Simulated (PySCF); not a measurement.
C₆H₁₅BO₃, SMILES CCOB(OCC)OCC (connectivity only; charge and spin as stated), charge +1, multiplicity 2.

The structure is a stationary point at PBE0-D3(BJ)/def2-SVP. The spin state was assumed, not searched. The isomer is the one that the SMILES or the coordinates give; other isomers of the formula were not compared. The values are those of a single conformer.

The numbers are results of CAM-B3LYP/def2-SVP run with PySCF, not measurements.

The molecule is in vacuum.

Problem. Estimate the frontier levels, dipole moment and polarisability. (The exact figures need the calculation; the answer reports its results.)

Solution. 
- α spin, highest occupied and lowest empty level: -14.46 and -2.09 eV
- β spin, highest occupied and lowest empty level: -13.79 and -10.24 eV
- dipole moment about the centre of nuclear charge: 2.40 D
- mean static polarisability: 165.1 bohr³ (24.47 Å³)
- polarisability, principal values: 71.4, 97.1, 326.9 bohr³
- ⟨S²⟩: 0.762 (pure state 0.75)
